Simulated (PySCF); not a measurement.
NMR parameters of AsH2Me

AsH2Me, CH5As, point group Cs.

Geometry:
```
atom   x (Å)   y (Å)   z (Å)
 As1   0.470   0.787   0.891
  H2   1.740   0.838   0.046
  H3  -0.167   1.924   0.095
  C4  -0.385  -0.671  -0.127
  H5   0.114  -1.616   0.129
  H6  -0.335  -0.517  -1.213
  H7  -1.437  -0.744   0.181
```

GIAO calculations in PySCF 2.14.0 with density-fitted response routines on the PBE0-D3(BJ)/def2-SVP structure: isolated species, non-relativistic, equivalent atoms averaged; basis pcSseg-1.

Problem. Give the isotropic shieldings (ppm) with PBE0, wB97X-D.

Solution. 
```tsv
atoms	environment	PBE0	wB97X-D
As1	arsenic bonded to C, 2 H	1711	1701
C4	carbon bonded to As, 3 H	186.6	186.9
H2/H3	hydrogen on an arsenic bonded to C	28.22	28.36
H5/H6/H7	hydrogen on a carbon bonded to As	30.37	30.52
HOMO–LUMO gap (eV)	–	7.81	11.40
```

Problem. And the chemical shifts, against references computed in the same way?

Solution. 
```
   atoms  nucleus, reference  PBE0  wB97X-D
     As1          ⁷⁵As, AsH3   199      195
      C4            ¹³C, TMS  -2.2     -2.4
   H2/H3             ¹H, TMS  3.05     3.02
H5/H6/H7             ¹H, TMS  0.90     0.86
```

Problem. Which part of the shielding of As1 depends on the functional?

Solution. Diamagnetic: PBE0 2874, wB97X-D 2874 ppm; paramagnetic: PBE0 -1163, wB97X-D -1174 ppm. The diamagnetic part, set mainly by inner electrons, hardly moves; the paramagnetic part goes with low-lying magnetically allowed excitations and carries the spread.

Problem. What couplings does B3LYP/pcJ-1 (pcSseg-1 on As) give?

Solution. ¹J(C4,H5) = 142.4, ²J(H5,H6) = -12.3, ²J(H2,H3) = -11.5, ³J(H2,H5) = 7.9 Hz (averaged over equivalent pairs; isotopes ¹³C, ¹H).

Relativistic effects, spin–orbit coupling among them, are left out; they matter for As and for the light atoms bonded to it.
